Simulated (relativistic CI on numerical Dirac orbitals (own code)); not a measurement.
**d1 to d9 in one octahedral field**

Computed with a parametric ligand-field model without spin-orbit coupling, by exact diagonalisation: B = 590, C = 2300, 10Dq = 18300 cm⁻¹ (Oh; |10Dq|/B = 31.0) for every shell. Energies in cm⁻¹; the field energy is (0.6 n_e − 0.4 n_t2) × 10Dq of the ground term; g labels are left out.

```
Shell  Ground term  Electrons in e  Field energy  First spin-allowed bands  Lowest term of other spin
   d1          2T2           0.000         -7320                  2E 18300                           
   d2          3T1           0.021        -14254      3T2 17049, 3T1 24649                   1T2 8427
   d3          4A2           0.000        -21960      4T2 18300, 4T1 24478                   2E 11336
   d4          3T1           0.030        -28726       3E 16256, 3T1 16825                    5E 4071
   d5          2T2           0.054        -35608      2A2 15519, 2T1 15734                   6A1 6367
   d6          1A1           0.039        -43208      1T1 16813, 1T2 24518                  3T1 11832
   d7           2E           1.029        -32414      2T1 16675, 2T2 17165                   4T1 6983
   d8          3A2           2.000        -21960      3T2 18300, 3T1 24478                    1E 9208
   d9           2E           3.000        -10980                 2T2 18300
```

Low spin: d4, d5, d6, d7; the other shells keep the spin of the free ion. Only d4 to d7 can choose; the field needed to pair spins is smallest for d6 and largest for d5, which loses most exchange energy. In the strong-field picture 10Dq must exceed about 6B + 5C = 15040 (d4), 7.5B + 5C = 15925 (d5), 2.5B + 4C = 10675 (d6) and 4B + 4C = 11560 (d7); mixing of terms shifts these bounds somewhat.
